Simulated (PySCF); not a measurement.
Spectroscopy problems

- PBE0/pcSseg-1 with gauge-including orbitals
- GFN2-xTB structure
- run in PySCF 2.14.0 with density-fitted response routines
- relativity neglected, equivalent nuclei averaged, single conformer, isolated molecule

δ = σ(ref) − σ, references computed at the same level: 1H (31.72 ppm) and 13C (186.93 ppm) against TMS. Splittings of carbon signals by F and P are missing where no couplings were computed. Where no couplings were computed, multiplicities follow the n + 1 count of equivalent neighbours, and m marks all less simple cases (inequivalent or close neighbours, rings, F or P nearby). Shifts are as computed. Against solution values, carbons near 30 ppm lie about +3 ppm off and those near 130 ppm about +5 ppm. Of 1309 compounds with measured shifts, 239 miss one by over three times the rms of a fit or turn the order of signals round; such compounds aren't used in these exercises.

Task: C4H9O2PSi2. 1H NMR (400 MHz, computed): δ 4.72 (m, 1H), 4.10 (s, 3H), 3.67 (m, 3H), 1.18 (m, 2H). 13C{1H} NMR (computed): δ 159.0, 108.1, 94.8, 51.0. Identify the compound.

Result: SMILES C(C(OC)=O)#C[Si@@H]([SiH3])P. 4 carbon signals for 4 carbons: no two carbons are equivalent. Carbon types of the structure: 3 × C, 1 × CH3, leaving 6 H on heteroatoms. δC 159.0: ester carbonyl carbon; it is a carbonyl in resonance with an O or N lone pair, the region of acids, esters and amides. δC 108.1, 94.8: alkyne carbon. δC 51.0: methyl carbon bonded to O; deshielded by the electronegative neighbour. δH 4.10: hydrogen on a methyl carbon bonded to O; its carbon carries O, hence the downfield position.

The data come from this structure; uniqueness wasn't tested.

Task: C4H12OSi2. 1H NMR (500 MHz, computed): δ 4.96 (q, 1H), 4.23 (s, 3H), 4.22 (d, 3H), 3.73 (q, 2H), 1.44 (t, 3H). 13C{1H} NMR (computed): δ 179.6 (C), 96.1 (CH), 64.4 (CH2), 17.1 (CH3). Give a structure.

Result: `CCO/C([SiH3])=C/[SiH3]`. The formula gives 1 degree of unsaturation (no ring in the answer). 4 carbon signals for 4 carbons: no two carbons are equivalent. Carbon types of the structure: 1 × C, 1 × CH, 1 × CH2, 1 × CH3, leaving 6 H on heteroatoms. δC 179.6: alkene carbon bearing oxygen; an sp2 carbon further deshielded by the attached heteroatom. δC 96.1: β carbon of an enol-ether or enamine type C=C; the O or N lone pair pushes π density onto this β carbon and shields it. δC 64.4: sp3 CH2 bonded to O; deshielded by the electronegative neighbour. δH 3.73: hydrogen on an sp3 CH2 bonded to O; its carbon carries O, an electronegative neighbour.

The shifts were computed for this structure.
